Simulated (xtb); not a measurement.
HNP, charge +2, doublet, at a GFN2-xTB geometry of the parent state (a state made from the parent by changing its charge; the spin is typed, not shown lowest); xtb 6.7.1 with GFN2-xTB.

xtb was given this input:
```
$ xtb mol.xyz --gfn 2 --chrg 2 --uhf 1 --json

# file mol.xyz
3

N     -0.00000000    -0.00000000    -1.07058933
P      0.00000000     0.00000000     0.38043653
H      0.00000000     0.00000000     1.78757733
```

**Question.** Predict the main parts of the log of this xtb run.

**Answer.** 
```
   ID    Z sym.   atoms
    1    7 N      1
    2   15 P      2
    3    1 H      3

           -------------------------------------------------
          |                Calculation Setup                |
           -------------------------------------------------

           -------------------------------------------------
          |                 G F N 2 - x T B                 |
           -------------------------------------------------

          ...................................................
          :                      SETUP                      :
          :.................................................:
          :  # basis functions                  15          :
          :  # atomic orbitals                  14          :
          :  # shells                            6          :
          :  # electrons                         9          :
          :  max. iterations                   250          :
          :  Hamiltonian                  GFN2-xTB          :
          :  restarted?                      false          :
          :  GBSA solvation                  false          :
          :  PC potential                    false          :
          :  electronic temp.          300.0000000     K    :
          :  accuracy                    1.0000000          :
          :  -> integral cutoff          0.2500000E+02      :
          :  -> integral neglect         0.1000000E-07      :
          :  -> SCF convergence          0.1000000E-05 Eh   :
          :  -> wf. convergence          0.1000000E-03 e    :
          :  Broyden damping             0.4000000          :
          :  net charge                          2          :
          :  unpaired electrons                  1          :
          ...................................................

 iter      E             dE          RMSdq      gap      omega  full diag
   1     -4.3109633 -0.431096E+01  0.333E+01    8.36       0.0  T
   2     -4.5815104 -0.270547E+00  0.115E+01    4.40       1.0  T
   3     -4.5437900  0.377204E-01  0.109E+01    5.61       1.0  T
   4     -4.5894805 -0.456905E-01  0.398E+00    4.34       1.0  T
   5     -4.6109281 -0.214476E-01  0.209E+00    4.91       1.0  T
   6     -4.6048082  0.611996E-02  0.253E+00    4.63       1.0  T
   7     -4.6019461  0.286204E-02  0.416E+00    4.73       1.0  T
   8     -4.6100559 -0.810982E-02  0.241E+00    4.82       1.0  T
   9     -4.6129173 -0.286136E-02  0.837E-01    4.83       1.0  T
  10     -4.6136689 -0.751607E-03  0.261E-01    4.89       1.0  T
  11     -4.6136582  0.106749E-04  0.265E-01    4.90       1.0  T
  12     -4.6137039 -0.457162E-04  0.521E-02    4.89       1.1  T
  13     -4.6137054 -0.147418E-05  0.507E-03    4.89      11.4  T
  14     -4.6137054 -0.319698E-07  0.289E-03    4.89      20.0  T
  15     -4.6137055 -0.251015E-08  0.103E-03    4.89      55.9  T
  16     -4.6137055 -0.115976E-08  0.873E-05    4.89     661.3  T
  17     -4.6137055 -0.908607E-11  0.631E-05    4.89     914.8  T

   *** convergence criteria satisfied after 17 iterations ***

         :::::::::::::::::::::::::::::::::::::::::::::::::::::
         ::                     SUMMARY                     ::
         :::::::::::::::::::::::::::::::::::::::::::::::::::::
         :: total energy              -4.536200551689 Eh    ::
         :: gradient norm              0.028204711791 Eh/a0 ::
         :: HOMO-LUMO gap              4.888637071466 eV    ::
         ::.................................................::
         :: SCC energy                -4.613705459161 Eh    ::
         :: -> isotropic ES            0.556673541751 Eh    ::
         :: -> anisotropic ES         -0.100986438803 Eh    ::
         :: -> anisotropic XC          0.013569156366 Eh    ::
         :: -> dispersion             -0.000497429614 Eh    ::
         :: repulsion energy           0.077504907472 Eh    ::
         :: add. restraining           0.000000000000 Eh    ::
         :: total charge               2.000000000027 e     ::
         :::::::::::::::::::::::::::::::::::::::::::::::::::::

           -------------------------------------------------
          |                Property Printout                |
           -------------------------------------------------

    * Orbital Energies and Occupations

         #    Occupation            Energy/Eh            Energy/eV
      -------------------------------------------------------------
         1        2.0000           -1.2132604             -33.0145
         2        2.0000           -1.1154728             -30.3536
         3        1.8739           -0.9944746             -27.0610
         4        1.8739           -0.9944746             -27.0610
         5        1.2522           -0.9916031             -26.9829 (HOMO)
         6                         -0.8119490             -22.0943 (LUMO)
         7                         -0.8119490             -22.0943
         8                         -0.7198251             -19.5874
         9                         -0.4213428             -11.4653
        10                         -0.4213428             -11.4653
        11                         -0.3252314              -8.8500
        12                         -0.3252314              -8.8500
        13                         -0.0145277              -0.3953
        14                          1.0738606              29.2212
      -------------------------------------------------------------
                  HL-Gap            0.1796541 Eh            4.8886 eV
             Fermi-level           -0.9472058 Eh          -25.7748 eV

     #   Z          covCN         q      C6AA      α(0)
     1   7 N        0.861     0.307    16.585     5.912
     2  15 P        1.837     1.185   131.253    21.642
     3   1 H        0.976     0.507     0.322     0.887

 Mol. C6AA /au·bohr⁶  :        255.751059
 Mol. C8AA /au·bohr⁸  :      11200.381294
 Mol. α(0) /au        :         28.440986

Wiberg/Mayer (AO) data.
largest (>0.10) Wiberg bond orders for each atom

 ---------------------------------------------------------------------------
     #   Z sym  total        # sym  WBO       # sym  WBO       # sym  WBO
 ---------------------------------------------------------------------------
     1   7 N    2.738 --     2 P    2.678
     2  15 P    3.343 --     1 N    2.678     3 H    0.665
     3   1 H    0.725 --     2 P    0.665
 ---------------------------------------------------------------------------

Topologies differ in total number of bonds
Writing topology from bond orders to xtbtopo.mol

molecular dipole:
                 x           y           z       tot (Debye)
 q only:        0.000       0.000       1.945
   full:       -0.000      -0.000       1.950       4.957
molecular quadrupole (traceless):
                xx          xy          yy          xz          yz          zz
 q only:       -3.830       0.000      -3.830       0.000       0.000       7.660
  q+dip:       -5.336       0.000      -5.336       0.000       0.000      10.671
   full:       -3.506      -0.000      -3.506       0.000       0.000       7.012

           -------------------------------------------------
          | TOTAL ENERGY               -4.536200551689 Eh   |
          | GRADIENT NORM               0.028204711791 Eh/α |
          | HOMO-LUMO GAP               4.888637071466 eV   |
           -------------------------------------------------

normal termination of xtb
```
